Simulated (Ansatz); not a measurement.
`FB(F)C[SiH3]` + CH₃NH₂ → `CNB(F)F` + `C[SiH3]`  (ligand exchange at a B–C bond)

Gas-phase electronic energies from Ansatz, PBE0-D4/def2-TZVP geometries. CCSD(T)/CBS adds triple-zeta CCSD(T) − MP2 to the extrapolated MP2 energy (def2 sets, frozen cores). This one scheme is used for every species. DFT in def2-TZVPP. Each species was taken in one conformer, which may not be the lowest.

| level | ΔE (eV) |
| --- | --- |
| PBE-D4 | -1.03 |
| r2SCAN-D4 | -1.07 |
| ωB97X-V | -1.05 |
| B2PLYP | -1.09 |
| PBE | -1.03 |
| r2SCAN | -1.07 |
| HF/def2-QZVPP | -1.14 |
| CCSD/CBS(def2) | -1.05 |

Task: What does CCSD(T)/CBS give? (An estimate is asked.)

Result: Ansatz gave: -1.04 eV. The listed levels differ from it by 0.01, -0.03, -0.01, -0.05, 0.01, -0.03, -0.10, -0.01 eV.

Largest T1 diagnostic among the species: 0.012.

In def2-TZVPP, CCSD(T) changes the Hartree–Fock value by +0.09 eV (the triples alone add +0.01 eV) and MP2 by +0.09 eV.
